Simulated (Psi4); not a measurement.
# Worked example: vertical energy of the triplet above the singlet of NBrO (nitrosyl bromide)

The species is NBrO (3 atoms), meant as a singlet with charge 0. SMILES: `O=NBr`. The coordinates come from a PBE0-D4/def2-TZVP relaxation.

```xyz
3

O     0.9418   -0.6468    0.4485
N    -0.0449   -0.6365   -0.0929
Br   -0.8968    1.2833   -0.3556
```

Both states at this one shape; open shells run unrestricted unless said. 1 Eh = 27.2114 eV.

| level | program | singlet NBrO (Eh) | triplet NBrO (Eh) |
| --- | --- | --- | --- |
| DSD-PBEP86/def2-TZVP (density fitting for correlation), 11 core orbitals frozen | Psi4 | -2703.066611 | -2702.997641 |
| OMP2/def2-TZVP (density fitting for correlation), 11 core orbitals frozen | Psi4 | -2702.417658 | -2702.335965 |

Task: Work out the vertical gap, second state less first, at each level.

Result: 
1. DSD-PBEP86/def2-TZVP (density fitting for correlation): -2702.997641 − (-2703.066611) = 0.068970 Eh = 1.88 eV.
2. OMP2/def2-TZVP (density fitting for correlation): -2702.335965 − (-2702.417658) = 0.081693 Eh = 2.22 eV.

No measured value is set beside it here; the levels span 1.88 to 2.22 eV. Spin-orbit coupling, which splits open shells on such heavy atoms by tenths of an eV, is left out. All-electron rows are non-relativistic unless named. The second state is spin-contaminated at OMP2/def2-TZVP (density fitting for correlation) (⟨S²⟩ = 2.10).
